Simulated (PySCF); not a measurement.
## Cr: excitation energy

Cr [Ar] 3d5 4s1 (7S) → Cr [Ar] 3d4 4s2 (5D), as a difference of total energies. Calculation: PySCF 2.14, in x2c-QZVPPall; scalar relativity by spin-free X2C-1e. Correlated levels: valence: [Ar] frozen. The calculations carry no spin-orbit coupling.

```csv
method,excitation energy (cm⁻¹)
UHF,6876.8
MP2 (valence),8356.7
SCS-MP2 (valence),561.37
CCSD (valence),6389.5
CCSD(T) (valence),6268.1
```

**Question.** How much does correlation contribute at CCSD(T) (valence)?

**Answer.** 6268.1 − (6876.8) = -608.7 cm⁻¹, measured against UHF.

Errors of the correlated levels include the incompleteness of this basis and the frozen core.

For comparison: 8090.2 cm⁻¹ (measured; NIST levels, between the centres of gravity of the two terms).
